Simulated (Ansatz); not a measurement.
Calculation: frozen-core CCSD(T)/cc-pVTZ // B3LYP-D3(BJ)/def2-TZVP (Ansatz, an electronic-structure program). The restricted HF reference is unstable towards unrestricted orbitals.

Ansatz 0.2 input:
```yaml
crystal:
  periodic: [false, false, false]
  atoms:
    - { symbol: N, position_ang: [2.227143, -0.366499, -0.073984] }
    - { symbol: C, position_ang: [0.990862, -0.180145, -0.043187] }
    - { symbol: C, position_ang: [-0.147522, 0.592282, 0.326952] }
    - { symbol: C, position_ang: [-0.259411, -0.691605, -0.411355] }
    - { symbol: C, position_ang: [-1.461546, 0.057896, -0.055024] }
    - { symbol: H, position_ang: [2.760062, 0.368282, 0.377499] }
    - { symbol: H, position_ang: [-2.101559, -0.340757, 0.729621] }
    - { symbol: H, position_ang: [-2.008028, 0.560546, -0.850523] }
basis:
  gaussian: { orbitals: cc-pVTZ }
correlation:
  method: ccsd_t
```

Output:

```
Functional definition: HF
1119 factors; integrals over basis functions are off by at most 1.0e-3 eV
mean field evaluation 1: about -5643.3204 eV, gradient 3.4e1 eV
mean field evaluation 2: about -5643.6984 eV, gradient 3.4e1 eV
mean field evaluation 4: about -5646.6764 eV, gradient 5.0e0 eV
mean field evaluation 8: about -5646.7695 eV, gradient 5.9e-1 eV
mean field evaluation 16: about -5643.3185 eV, gradient 3.4e1 eV
mean field -5646.77247779 eV, -207.5150610391 hartree, gradient 8.9e-6 eV, S^2 0.000000; 0 other end points of the search recorded, 0 dependent functions left out; unrestricted orbitals would lower it
5 core orbitals not correlated
reference -5646.77247779 eV, -207.5150610391 hartree; 12, 12 occupied and 175, 175 virtual orbitals, 1119 factors
second order -22.65021908 eV of doubles, -0.00000000 eV of singles
cycle   1  -21.80337279 eV  change    8.5e-1 eV  update   1.4e-1
cycle   2  -22.52861842 eV  change   -7.3e-1 eV  update   4.7e-2
cycle   3  -22.69835291 eV  change   -1.7e-1 eV  update   2.2e-2
cycle   4  -22.68944987 eV  change    8.9e-3 eV  update   7.1e-3
cycle   5  -22.68611119 eV  change    3.3e-3 eV  update   3.5e-3
cycle   6  -22.68822475 eV  change   -2.1e-3 eV  update   1.2e-3
cycle   7  -22.68794915 eV  change    2.8e-4 eV  update   3.9e-4
cycle   8  -22.68779056 eV  change    1.6e-4 eV  update   1.7e-4
cycle   9  -22.68787325 eV  change   -8.3e-5 eV  update   7.1e-5
cycle  10  -22.68789779 eV  change   -2.5e-5 eV  update   3.6e-5
cycle  11  -22.68786307 eV  change    3.5e-5 eV  update   1.7e-5
cycle  12  -22.68788051 eV  change   -1.7e-5 eV  update   8.2e-6
perturbative correction -1.35739105 eV, -0.0498832010 hartree
Total energy: -5670.81774935 eV, -208.3987084704 hartree
```

Cost: about 110 core-seconds (a rough figure).
